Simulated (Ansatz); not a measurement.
Two members of one family (Series V(NH)X3), computed with Ansatz in the gas phase. The two geometries come from different levels. Names give formal oxidation states. A dash marks a value that wasn't run or was left out as unsound. The structures are stationary points that may keep the symmetry of their start. Remarks come from the PBE and PBE0 runs and from stability tests at other levels; not every state was tested. HOMO above LUMO (over both spins in singlets and doublets, within one spin in higher multiplets; at PBE or PBE0), or a gap under 0.15 eV within one spin, warns that the state may not be the lowest or that an electron is smeared out.

First: V(NH)F3 (singlet, charge 0, PBE-D4/def2-SVP geometry).

```xyz
6

V     0.2724    0.2437    0.2394
N    -0.7329   -0.6544   -0.6434
H    -1.3735   -1.2283   -1.2071
F     1.8916   -0.1152   -0.2471
F     0.0361   -0.1535    1.9048
F    -0.0937    1.9077   -0.0467
```

```json
{"level": "PBE-D4/def2-TZVP", "HOMO (eV)": "-7.92", "LUMO (eV)": "-4.26", "gap (eV)": "3.66", "vertical IE (eV)": "11.49", "vertical triplet (eV)": "3.45"}
{"level": "revPBE-D4/def2-TZVP", "HOMO (eV)": "-7.83", "LUMO (eV)": "-4.15", "gap (eV)": "3.68", "vertical IE (eV)": "–", "vertical triplet (eV)": "–"}
{"level": "r2SCAN-D4/def2-TZVP", "HOMO (eV)": "-8.29", "LUMO (eV)": "-4.33", "gap (eV)": "3.96", "vertical IE (eV)": "11.54", "vertical triplet (eV)": "3.04"}
{"level": "PBE0-D4/def2-TZVP", "HOMO (eV)": "-9.56", "LUMO (eV)": "-3.41", "gap (eV)": "6.14", "vertical IE (eV)": "11.78", "vertical triplet (eV)": "2.60"}
{"level": "CAM-B3LYP-D4/def2-TZVP", "HOMO (eV)": "-11.05", "LUMO (eV)": "-2.31", "gap (eV)": "8.74", "vertical IE (eV)": "–", "vertical triplet (eV)": "–"}
```

Metal–donor distances: 1 × N 1.61 Å, 3 × F 1.73 Å. Remarks: restricted SCF unstable in HF.

Second: V(NH)(OH)3 (singlet, charge 0, PBE0-D4/def2-SVP geometry).

```xyz
9

V     0.1761    0.0334   -0.2256
N    -0.7992   -0.1508    1.0257
H    -1.4204   -0.2679    1.8238
O     1.7282   -0.7002    0.1507
H     1.9117   -1.1316    0.9908
O     0.3800    1.7504   -0.5395
H    -0.0495    2.4315   -0.0120
O    -0.5404   -0.7547   -1.6243
H    -1.3865   -1.2102   -1.5897
```

Question: What does the change do? Estimate second minus first.

Answer: 
```csv
level,Δ HOMO (eV),Δ LUMO (eV),Δ gap (eV),Δ vertical IE (eV),Δ vertical triplet (eV)
PBE-D4/def2-TZVP,0.90,1.83,0.93,-1.30,0.80
revPBE-D4/def2-TZVP,0.89,1.81,0.92,–,–
r2SCAN-D4/def2-TZVP,0.91,1.90,0.99,-1.14,0.87
PBE0-D4/def2-TZVP,0.97,1.84,0.87,-1.11,0.89
CAM-B3LYP-D4/def2-TZVP,0.99,1.83,0.84,–,–
```

Metal–donor distances: 1 × N 1.60 Å, 3 × O 1.76 Å. Remarks: restricted SCF unstable in HF, gap within one spin near zero at PBE or PBE0 (+1 doublet).
